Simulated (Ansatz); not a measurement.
Total energies of `C[O][W]([F])([F])([Cl])([Cl])[O]C`.

```xyz
15

C     2.575    0.217    0.978
O     1.287    0.549    0.538
W    -0.436   -0.065    0.678
F    -1.009    1.494    1.521
F     0.035   -0.769    2.347
Cl   -2.516   -1.032    1.052
Cl    0.293   -2.074   -0.272
O    -1.023    0.481   -0.955
C    -1.825    0.253   -2.073
H     2.914   -0.660    0.416
H     3.240    1.061    0.793
H     2.546   -0.022    2.044
H    -1.880    1.166   -2.667
H    -1.380   -0.554   -2.663
H    -2.823   -0.044   -1.737
```

The species carries charge 0 and has multiplicity 1. Correlated methods include outer-core shells of W, which these sets cover unevenly. W takes the def2 core potential. The geometry is a stationary point of PBE0-D4/def2-TZVP. It is one conformer, not always the lowest. Basis def2-TZVPP, Ansatz 0.2.0.

RPA on PBE orbitals: Hartree–Fock energy of these orbitals -1413.47203 Eh, correlation -3.39142 Eh (frozen core).

| functional | energy without D4 (Eh) | D4 term (kJ/mol) |
| --- | --- | --- |
| B2PLYP | -1417.28397 | – |
| PBE-QIDH | -1416.84506 | – |

(1) Give the same for LDA (SPW92), PBE, revPBE, BLYP, r2SCAN, B97M-V, PBE0, B3LYP, r2SCANh, r2SCAN0, HSE06 (plane-wave form), BHLYP, CAM-B3LYP, LC-ωPBE, ωB97X-V, ωB97M-V. (Estimate.)

B3LYP takes the VWN-RPA correlation (the form of Gaussian; ORCA's B3LYP/G). HSE06 is the plane-wave form, built on full-range PBE exchange. The double hybrids freeze the cores in their second-order part.

Results:

(1) Ansatz gave: 
```
             functional  energy without D4 (Eh)  D4 term (kJ/mol)
            LDA (SPW92)             -1411.81193                 –
                    PBE             -1417.16182             -48.0
                 revPBE             -1417.69679            -126.5
                   BLYP             -1417.84909            -101.5
                 r2SCAN             -1417.73021             -12.3
                 B97M-V             -1417.59382                 –
                   PBE0             -1417.16455             -41.4
                  B3LYP             -1417.98488             -77.3
                r2SCANh             -1417.66701             -13.2
                r2SCAN0             -1417.57590             -14.6
HSE06 (plane-wave form)             -1417.12956             -39.1
                  BHLYP             -1417.56911             -64.8
              CAM-B3LYP             -1417.76793             -42.8
                LC-ωPBE             -1417.44123                 –
                ωB97X-V             -1417.60987                 –
                ωB97M-V             -1417.65008                 –
```

LC-ωPBE has ω = 0.4 bohr⁻¹.
